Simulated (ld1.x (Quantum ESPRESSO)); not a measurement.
# Building the TM potential for I (PBE, scalar-relativistic).

ld1.x (Quantum ESPRESSO) 7.5 was run on this input:

```
&input
   title='I', zed=53., rel=1, dft='PBE', iswitch=3,
   config='[Kr] 4d10 5s2 5p4.5',
   nld=3, rlderiv=2.25, eminld=-6.0, emaxld=5.0, deld=0.02
 /
 &inputp
   pseudotype=2, tm=.true., lloc=0,
   nlcc=.true., new_core_ps=.true., rcore=0.80,
   file_pseudopw='I.UPF', file_wfcaegen='ae.wfc', file_wfcncgen='nc.wfc', file_beta='beta', file_chi='chi'
 /
3
5P  2  1   4.50   0.00  2.05  2.05  0.0
4D  3  2  10.00   0.00  1.45  1.45  0.0
5S  1  0   2.00   0.00  1.45  1.45  0.0
 &test
   configts(1)='4d10 5s2 5p4.5'
 /
```

Command:

```bash
ld1.x < I.in > I.out
```

The program printed (shortened: banner, matrices, multipoles, cross overlaps and the repeated all-electron block are left out):

```
Program LD1 v.7.5
     --------------------------- All-electron run ----------------------------

     I
     scalar relativistic calculation

     atomic number is 53.00
     dft =PBE   lsd =0 sic =0 latt =0  beta=0.20 tr2=1.0E-14
     Exchange-correlation= PBE
                           (   1   4   3   4   0   0   0)
     mesh =1247 r(mesh) =  99.95380 a.u. xmin = -7.00 dx = 0.01250
     1 Ry =  13.60569312 eV, c = 137.03599908

     n l     nl                  e(Ry)          e(Ha)          e(eV)
     1 0     1S 1( 2.00)     -2424.7003     -1212.3502    -32989.7289
     2 0     2S 1( 2.00)      -374.9100      -187.4550     -5100.9109
     2 1     2P 1( 6.00)      -336.5206      -168.2603     -4578.5964
     3 0     3S 1( 2.00)       -75.9398       -37.9699     -1033.2137
     3 1     3P 1( 6.00)       -63.5011       -31.7505      -863.9761
     4 0     4S 1( 2.00)       -13.6120        -6.8060      -185.2010
     4 1     4P 1( 6.00)        -9.7146        -4.8573      -132.1736
     3 2     3D 1(10.00)       -44.8778       -22.4389      -610.5937
     4 2     4D 1(10.00)        -4.0331        -2.0165       -54.8731
     5 0     5S 1( 2.00)        -1.5947        -0.7973       -21.6968
     5 1     5P 1( 4.50)        -0.8153        -0.4076       -11.0927

     final scf error:  8.5E-15 reached in  21 iterations

     Etot =  -14232.467336 Ry,   -7116.233668 Ha, -193642.582957 eV

     Ekin =   14939.580662 Ry,    7469.790331 Ha,  203263.349879 eV
     Encl =  -34420.541872 Ry,  -17210.270936 Ha, -468315.329839 eV
     Eh   =    5610.238103 Ry,    2805.119052 Ha,   76331.177983 eV
     Exc  =    -361.744230 Ry,    -180.872115 Ha,   -4921.780980 eV

     normalization and overlap integrals

     s(1S/1S) =  1.000000  <r> =   0.0272  <r2> =    0.0010  r(max) =   0.0175
     s(2S/2S) =  1.000000  <r> =   0.1172  <r2> =    0.0162  r(max) =   0.0995
     s(2P/2P) =  1.000000  <r> =   0.1025  <r2> =    0.0128  r(max) =   0.0794
     s(3S/3S) =  1.000000  <r> =   0.3141  <r2> =    0.1127  r(max) =   0.2843
     s(3P/3P) =  1.000000  <r> =   0.3121  <r2> =    0.1130  r(max) =   0.2807
     s(4S/4S) =  1.000000  <r> =   0.7399  <r2> =    0.6185  r(max) =   0.6820
     s(4P/4P) =  1.000000  <r> =   0.7919  <r2> =    0.7146  r(max) =   0.7169
     s(3D/3D) =  1.000000  <r> =   0.2886  <r2> =    0.0986  r(max) =   0.2327
     s(4D/4D) =  1.000000  <r> =   0.9208  <r2> =    0.9931  r(max) =   0.7825
     s(5S/5S) =  1.000000  <r> =   1.9442  <r2> =    4.2755  r(max) =   1.6984
     s(5P/5P) =  1.000000  <r> =   2.3934  <r2> =    6.5712  r(max) =   1.9981

     ------------------------ End of All-electron run ------------------------

     --------------------- Generating NC pseudopotential ---------------------

      Generating local pot.: lloc=0, matching radius rcloc =   1.4500

      Computing core charge for nlcc:

       r > 0.80 : true rho core
      Core charge pseudized with two Bessel functions
      Integrated core pseudo-charge :  11.92

      Wfc   5P  rcut= 2.074  Using Troullier-Martins method

      Wfc   4D  rcut= 1.462  Using Troullier-Martins method

     ------------------- End of pseudopotential generation -------------------

     Computing logarithmic derivative in   2.25011
     Computing logarithmic derivative in   2.25011
     Computing the partial wave expansion
       no projector for channel:   0
     R is outside the sphere for l=    1 j= 0.00
     R is outside the sphere for l=    2 j= 0.00

     ---------------------- Testing the pseudopotential ----------------------

     I
     scalar relativistic calculation

     atomic number is 53.00   valence charge is 17.00
     dft =PBE   lsd =0 sic =0 latt =0  beta=0.20 tr2=1.0E-14
     mesh =1247 r(mesh) =  99.95380 xmin = -7.00 dx = 0.01250

     n l     nl             e AE (Ry)        e PS (Ry)    De AE-PS (Ry)
     3 2     4D   1(10.00)       -4.03310       -4.03311        0.00001
     1 0     5S   1( 2.00)       -1.59469       -1.59469       -0.00000
     2 1     5P   1( 4.50)       -0.81530       -0.81530        0.00000

     eps = 6.8E-15  iter = 12

     Etot =  -14232.467336 Ry,   -7116.233668 Ha, -193642.582957 eV
     Etotps =  -248.357651 Ry,    -124.178826 Ha,   -3379.077986 eV

     Ekin =     140.376523 Ry,      70.188261 Ha,    1909.919888 eV
     Encl =    -334.519562 Ry,    -167.259781 Ha,   -4551.370502 eV
     Ehrt =     177.527403 Ry,      88.763702 Ha,    2415.383367 eV
     Ecxc =     -57.262497 Ry,     -28.631248 Ha,    -779.095958 eV
     (Ecc =     -27.540385 Ry,     -13.770193 Ha,    -374.706031 eV)
     Epseu=    -174.479518 Ry,     -87.239759 Ha,   -2373.914781 eV

     ---------------------- End of pseudopotential test ----------------------
```

Generation and configuration tests took about 1.4 s on one core of a shared server CPU.

Transferability test of the new file with ld1.x, input:

```
&input
   title='I', zed=53., rel=1, dft='PBE', iswitch=2,
   config='[Kr] 4d10 5s2 5p4.5'
 /
 &test
   file_pseudo='I.UPF', nconf=8,
   configts(1)='4d10 5s2 5p4.5',
   configts(2)='4d10 5s2 5p5',
   configts(3)='4d10 5s2 5p4',
   configts(4)='4d10 5s2 5p3',
   configts(5)='4d10 5s2 5p5.3',
   configts(6)='4d9 5s2 5p5',
   configts(7)='4d10 5s2 5p1',
   configts(8)='4d10 5s2 5p2'
 /
```

```bash
ld1.x < I.test.in > I.test.out
```

Pseudopotential blocks of its output, shortened (energy terms left out):

```
     ---------------------- Testing the pseudopotential ----------------------

     n l     nl             e AE (Ry)        e PS (Ry)    De AE-PS (Ry)
     3 2     4D   1(10.00)       -4.03310       -4.03311        0.00001
     1 0     5S   1( 2.00)       -1.59469       -1.59469       -0.00000
     2 1     5P   1( 4.50)       -0.81530       -0.81530        0.00000

     eps = 4.7E-15  iter = 12

     Etot =  -14232.467336 Ry,   -7116.233668 Ha, -193642.582957 eV
     Etotps =  -248.357652 Ry,    -124.178826 Ha,   -3379.078001 eV

     ---------------------- End of pseudopotential test ----------------------

          ---------------------- Testing the pseudopotential ----------------------

     n l     nl             e AE (Ry)        e PS (Ry)    De AE-PS (Ry)
     3 2     4D   1(10.00)       -3.69545       -3.69793        0.00248
     1 0     5S   1( 2.00)       -1.27940       -1.27967        0.00027
     2 1     5P   1( 5.00)       -0.52079       -0.52089        0.00010

     eps = 8.5E-15  iter = 17

     Etot =  -14232.800439 Ry,   -7116.400219 Ha, -193647.115053 eV
     Etotps =  -248.690876 Ry,    -124.345438 Ha,   -3383.611735 eV
     dEtot_ae =      -0.333103 Ry
     dEtot_ps =      -0.333223 Ry,   Delta E=       0.000120 Ry

     ---------------------- End of pseudopotential test ----------------------

          ---------------------- Testing the pseudopotential ----------------------

     n l     nl             e AE (Ry)        e PS (Ry)    De AE-PS (Ry)
     3 2     4D   1(10.00)       -4.39627       -4.39305       -0.00322
     1 0     5S   1( 2.00)       -1.92933       -1.92896       -0.00036
     2 1     5P   1( 4.00)       -1.12812       -1.12795       -0.00016

     eps = 4.4E-15  iter = 11

     Etot =  -14231.982320 Ry,   -7115.991160 Ha, -193635.983973 eV
     Etotps =  -247.872539 Ry,    -123.936269 Ha,   -3372.477695 eV
     dEtot_ae =       0.485016 Ry
     dEtot_ps =       0.485114 Ry,   Delta E=      -0.000097 Ry

     ---------------------- End of pseudopotential test ----------------------

          ---------------------- Testing the pseudopotential ----------------------

     n l     nl             e AE (Ry)        e PS (Ry)    De AE-PS (Ry)
     3 2     4D   1(10.00)       -5.18798       -5.17601       -0.01197  !
     1 0     5S   1( 2.00)       -2.64620       -2.64484       -0.00136
     2 1     5P   1( 3.00)       -1.79929       -1.79859       -0.00071

     eps = 9.3E-15  iter = 12

     Etot =  -14230.523651 Ry,   -7115.261826 Ha, -193616.137782 eV
     Etotps =  -246.413888 Ry,    -123.206944 Ha,   -3352.631740 eV
     dEtot_ae =       1.943685 Ry
     dEtot_ps =       1.943764 Ry,   Delta E=      -0.000080 Ry

     ---------------------- End of pseudopotential test ----------------------

          ---------------------- Testing the pseudopotential ----------------------

     n l     nl             e AE (Ry)        e PS (Ry)    De AE-PS (Ry)
     3 2     4D   1(10.00)       -3.50690       -3.51049        0.00359
     1 0     5S   1( 2.00)       -1.10122       -1.10160        0.00038
     2 1     5P   1( 5.30)       -0.35438       -0.35451        0.00013

     eps = 4.3E-15  iter = 19

     Etot =  -14232.931472 Ry,   -7116.465736 Ha, -193648.897846 eV
     Etotps =  -248.821980 Ry,    -124.410990 Ha,   -3385.395504 eV
     dEtot_ae =      -0.464136 Ry
     dEtot_ps =      -0.464328 Ry,   Delta E=       0.000192 Ry

     ---------------------- End of pseudopotential test ----------------------

          ---------------------- Testing the pseudopotential ----------------------

     n l     nl             e AE (Ry)        e PS (Ry)    De AE-PS (Ry)
     3 2     4D   1( 9.00)       -4.89422       -4.95179        0.05757  !
     1 0     5S   1( 2.00)       -2.08844       -2.09136        0.00292
     2 1     5P   1( 5.00)       -1.23376       -1.22604       -0.00771  !

     eps = 5.8E-15  iter = 13

     Etot =  -14228.519390 Ry,   -7114.259695 Ha, -193588.868420 eV
     Etotps =  -244.377084 Ry,    -122.188542 Ha,   -3324.919607 eV
     dEtot_ae =       3.947946 Ry
     dEtot_ps =       3.980569 Ry,   Delta E=      -0.032623 Ry

     ---------------------- End of pseudopotential test ----------------------

          ---------------------- Testing the pseudopotential ----------------------

     n l     nl             e AE (Ry)        e PS (Ry)    De AE-PS (Ry)
     3 2     4D   1(10.00)       -6.98571       -6.94759       -0.03812  !
     1 0     5S   1( 2.00)       -4.22587       -4.22203       -0.00384
     2 1     5P   1( 1.00)       -3.28265       -3.28029       -0.00237

     eps = 5.2E-15  iter = 11

     Etot =  -14225.470376 Ry,   -7112.735188 Ha, -193547.384469 eV
     Etotps =  -241.362225 Ry,    -120.681112 Ha,   -3283.900360 eV
     dEtot_ae =       6.996960 Ry
     dEtot_ps =       6.995428 Ry,   Delta E=       0.001532 Ry

     ---------------------- End of pseudopotential test ----------------------

          ---------------------- Testing the pseudopotential ----------------------

     n l     nl             e AE (Ry)        e PS (Ry)    De AE-PS (Ry)
     3 2     4D   1(10.00)       -6.05451       -6.03084       -0.02367  !
     1 0     5S   1( 2.00)       -3.41498       -3.41239       -0.00260
     2 1     5P   1( 2.00)       -2.52054       -2.51905       -0.00149

     eps = 4.8E-15  iter = 14

     Etot =  -14228.368071 Ry,   -7114.184035 Ha, -193586.809613 eV
     Etotps =  -244.258791 Ry,    -122.129396 Ha,   -3323.310160 eV
     dEtot_ae =       4.099265 Ry
     dEtot_ps =       4.098861 Ry,   Delta E=       0.000404 Ry

     ---------------------- End of pseudopotential test ----------------------
```
